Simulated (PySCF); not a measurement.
## Correlation energy of N+ (nitrogen, charge +1)

[He] 2s2 2p2, high-spin 3P determinant. Calculation: PySCF 2.14, in aug-cc-pCVTZ-DK; scalar relativity by spin-free X2C-1e. Frozen: 1s2; 4 electrons correlated.

```
  level  correlation energy (mhartree)
   CCSD                         -94.65
    (T)                          -1.68
CCSD(T)                         -96.33
```

Diagnostics: T1 = 0.0066, D1 = 0.0128, largest double amplitude 0.118.

Q: Is a single reference adequate?

A: Mostly. T1 lies below 0.03, but a double amplitude of this size points to a near-degeneracy that CCSD handles and MP2 describes poorly.
